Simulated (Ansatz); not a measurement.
C5H7AlClFO2, SMILES `CC1=CC(C)=[O+][Al-]([F])([Cl])[O]1`, relaxed with RKS PBE-D4/def2-SVP in Ansatz 0.2.0 from a rough embedded geometry. The force threshold is 0.03 eV/Å; the program also tests the step.

The species carries charge 0 and has multiplicity 1.

Start:

```xyz
17

C    -0.618   -2.631    0.527
C    -0.521   -1.157    0.054
C     0.534   -0.360    0.461
C     0.656    1.032    0.048
C     1.953    1.728    0.582
O    -0.061    1.725   -0.701
Al   -1.632    1.008   -1.416
F    -1.613    1.065   -3.206
Cl   -3.380    2.081   -0.642
O    -1.548   -0.715   -0.821
H    -0.628   -2.586    1.627
H     0.287   -3.130    0.180
H    -1.460   -3.030    0.152
H     1.269   -0.790    1.088
H     1.940    1.737    1.671
H     1.985    2.811    0.174
H     2.837    1.214    0.221
```

Question: How much energy does the relaxation release, and in how many steps? (Estimate.)

Answer: Ansatz gave: 106.45 kJ/mol, in 6 steps.

Question: Which bonds change most? (An estimate is asked.)

Answer: Computed: C2–O10 from 1.420 to 1.293 Å; Al7–F8 from 1.791 to 1.677 Å; C1–H13 from 1.005 to 1.104 Å; Al7–Cl9 from 2.192 to 2.112 Å.

Question: Give the relaxed structure. (Best estimate.)

Answer: Computed: 
```xyz
17

C    -0.651   -2.558    0.481
C    -0.547   -1.124    0.040
C     0.542   -0.330    0.458
C     0.729    1.014    0.072
C     1.939    1.774    0.544
O    -0.093    1.663   -0.686
Al   -1.646    1.004   -1.412
F    -1.494    0.942   -3.082
Cl   -3.327    1.992   -0.603
O    -1.497   -0.692   -0.725
H    -0.678   -2.623    1.588
H     0.237   -3.132    0.146
H    -1.565   -3.016    0.063
H     1.298   -0.791    1.108
H     1.974    1.799    1.653
H     1.912    2.806    0.152
H     2.867    1.273    0.203
```
